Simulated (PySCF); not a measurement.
**EPR parameters of C6H8FO2**

C6H8FO2 (doublet state).
Structure used (GFN2-xTB), in Å, numbered top down from 1:
```xyz
17
C6H8FO2 angstrom
C     -1.6628   -1.1345    0.0226
C     -0.8755   -0.0583    0.7652
C     -0.3104    0.9864   -0.1698
C     -0.7738    2.1978   -0.2194
O     -1.2236    3.2680   -0.3104
C      0.9350    0.6161   -0.9448
O      2.0441    0.4844   -0.0608
C      2.0985   -0.6411    0.6692
F      1.9876   -1.8043   -0.0380
H     -2.4963   -0.6916   -0.5181
H     -2.0541   -1.8601    0.7314
H     -1.0303   -1.6617   -0.6869
H     -0.0235   -0.5202    1.2886
H     -1.5142    0.4214    1.5080
H      0.7761   -0.3224   -1.4869
H      1.2111    1.4037   -1.6466
H      2.9053   -0.6715    1.3857
```

The hyperfine couplings belong to this conformer and change with its torsions.

The species is `O([CH]F)CC(=C=O)CC` [radical].

Method: PySCF, UKS B3LYP, pcH-1 on C F H O, non-relativistic, mean-field spin-orbit, GIAO. The structure is a single GFN2-xTB conformer in the gas phase; no vibrational or solvent corrections. A GFN2-xTB geometry isn't a minimum of the functional, and hyperfine couplings can be far from their values at a DFT geometry. No stability test was run, so a lower SCF solution isn't excluded.

```
g1, g2, g3                      : 2.00196, 2.00367, 2.00477
g_iso                           : 2.00347
Form of g                       : rhombic: the two nearest values differ by 39 % of g3 − g1
⟨S²⟩                            : 0.7526 (exact 0.7500)
α and β electrons               : 35, 34
HOMO–LUMO gap, α and β orbitals : 4.09, 5.07 eV
Basis functions                 : 305
```

Hyperfine couplings atom by atom, in mT; T1 to T3 are the principal values of the dipolar part; ρ(0) is the spin density at the nucleus (MHz turned into mT with g_iso):

```csv
atom,isotope,a_iso,T1,T2,T3,Mulliken spin population,ρ(0) (bohr⁻³)
C1,13C,-0.02,-0.02,-0.01,0.03,0.00,-0.0006
C2,13C,0.94,-0.17,-0.15,0.32,0.03,0.0235
C3,13C,0.13,-0.07,-0.02,0.09,0.01,0.0033
C4,13C,0.07,-0.06,-0.01,0.07,0.01,0.0017
O5,17O,-0.02,-0.08,0.03,0.05,0.00,0.0008
C6,13C,0.42,-0.08,-0.05,0.13,0.00,0.0104
O7,17O,-0.45,-2.04,0.98,1.06,0.10,0.0207
C8,13C,12.12,-2.68,-2.60,5.28,0.81,0.3024
F9,19F,8.90,-7.99,-7.06,15.05,0.06,0.0593
H10,1H,0.14,-0.03,-0.03,0.06,0.00,0.0009
H11,1H,0.00,-0.05,-0.04,0.08,0.00,0.0000
H12,1H,0.02,-0.07,-0.06,0.13,0.00,0.0001
H13,1H,-0.03,-0.52,-0.36,0.88,0.00,-0.0002
H14,1H,0.18,-0.10,-0.05,0.15,0.00,0.0011
H15,1H,0.04,-0.15,-0.11,0.26,0.00,0.0002
H16,1H,-0.03,-0.11,-0.10,0.21,0.00,-0.0002
H17,1H,0.84,-1.08,-0.23,1.31,-0.01,0.0053
```

The Mulliken spin populations are largest on C8 (+0.81) and O7 (+0.10). No atom but C8 exceeds +0.15. The angles at C8 add up to 342.3°, so it is pyramidal.

Under fast tumbling the dipolar parts average out, and these isotropic splittings remain: 1 × 19F (F9, I = 1/2, 2 lines) with 8.90 mT, 1 × 1H (H17, I = 1/2, 2 lines) with 0.84 mT, 2 × 1H (H13/H14, I = 1/2, 3 lines) with 0.07 mT and 3 × 1H (H10/H11/H12, I = 1/2, 4 lines) with 0.05 mT.

Means are taken over nuclei equivalent by connectivity, which assumes that they swap fast. The 1H value of +2.0 MHz is a mean of couplings from -1.0 to 5.0 MHz in this one geometry, not an average over conformers.

The 13C coupling of C8 (340.0 MHz) shows only in satellite lines or after enrichment, since that isotope makes up about 1.07 % of natural carbon.

The 17O coupling of O7 (-12.6 MHz) shows only in satellite lines or after enrichment, since that isotope makes up about 0.038 % of natural oxygen.
